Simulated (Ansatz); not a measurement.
Molecule: dibromoborane, sum formula BHBr2, net charge 0, singlet state. 
Structure (B3LYP-D3(BJ)/def2-TZVP (Ansatz, a quantum-chemistry and plane-wave program) minimum search):
```
B
H 1 1.1799
Br 1 1.9017 2 119.19
Br 1 1.9017 2 119.19 3 -180.00
```
Charge 0, spin multiplicity 1.

Basis-set convergence of Hartree-Fock and CCSD(T) correlation energies (hartree) with Ansatz. Correlated levels leave the core frozen unless marked. No spin-orbit coupling. The frozen core is the preceding noble-gas configuration, with the filled d and f shells of earlier blocks. No relativistic terms.

```csv
basis,functions,E(HF),"E(corr, CCSD(T))"
cc-pVDZ,73,-5170.10415,-0.35062
cc-pVTZ,130,-5170.26289,-0.47336
cc-pVQZ,221,-5170.27022,-0.51557
```

Extrapolating the two largest sets (X = 3 and 4) as X^-3: E(corr) = (64·(-0.51557) - 27·(-0.47336))/37 = -0.5464 Eh, an estimate of the basis-set limit. The largest set recovers 94.4 % of it, the smallest 64.2 %.
